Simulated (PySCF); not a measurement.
# Molecular orbitals of CsPb

M06 at R = 3.639 Å; PySCF, scalar-relativistic core potentials, basis sets Cs def2-SVP with ECP46, Pb def2-SVP with ECP60. State: ⁴Σ⁻ (quartet), unpaired electrons σ ↑, π ↑↑. Only the outer orbitals are listed, counted within each symmetry, core potentials removing the inner ones.

```
spin  orbital  occ.  ε (eV)  on Cs (%)           main shells (%)
   α       3π     1  -15.23        100                  100 Cs p
   α       3π     1  -15.23        100                  100 Cs p
   α       5σ     1  -15.13         98                   98 Cs p
   α       6σ     1  -11.23          3                   97 Pb s
   α       7σ     1   -3.23         24          75 Pb p, 20 Cs s
   α       4π     1   -2.94         13           87 Pb p, 9 Cs d
   α       4π     1   -2.94         13           87 Pb p, 9 Cs d
   α       8σ     0   -1.45         95          66 Cs s, 28 Cs p
   α       5π     0   -0.64        100          82 Cs p, 17 Cs d
   α       5π     0   -0.64        100          82 Cs p, 17 Cs d
   β       3π     1  -15.18        100                  100 Cs p
   β       3π     1  -15.18        100                  100 Cs p
   β       5σ     1  -15.07         99                   99 Cs p
   β       6σ     1  -10.63         -1                  101 Pb s
   β       7σ     0   -1.73         74  64 Cs s, 26 Pb p, 8 Cs p
   β       4π     0   -0.98         19          81 Pb p, 14 Cs d
   β       4π     0   -0.98         19          81 Pb p, 14 Cs d
```

Task: Which are the highest filled and the lowest empty level, where do they sit, and how wide is the gap?

Result: Highest filled α 4π at -2.94 eV (in %: 87 Pb p, 9 Cs d); lowest empty β 7σ at -1.73 eV (in %: 64 Cs s, 26 Pb p, 8 Cs p); the gap at M06 is 1.21 eV.

```json
{
 "bond order (Mayer)": "0.80",
 "⟨S²⟩": "3.751",
 "charge on Cs (Mulliken, basis-dependent)": "0.51",
 "charge on Cs (Löwdin, basis-dependent)": "0.21",
 "dipole moment (positive dipole means Cs(−)Pb(+))": "-9.81 D"
}
```

Shares are Mulliken populations and can fall outside 0 to 100 %.

Spin–orbit coupling is left out, which matters for elements this heavy, above all for dissociation energies. The state is the lowest determinant that a PBE0 search found; another state may lie lower at other levels.
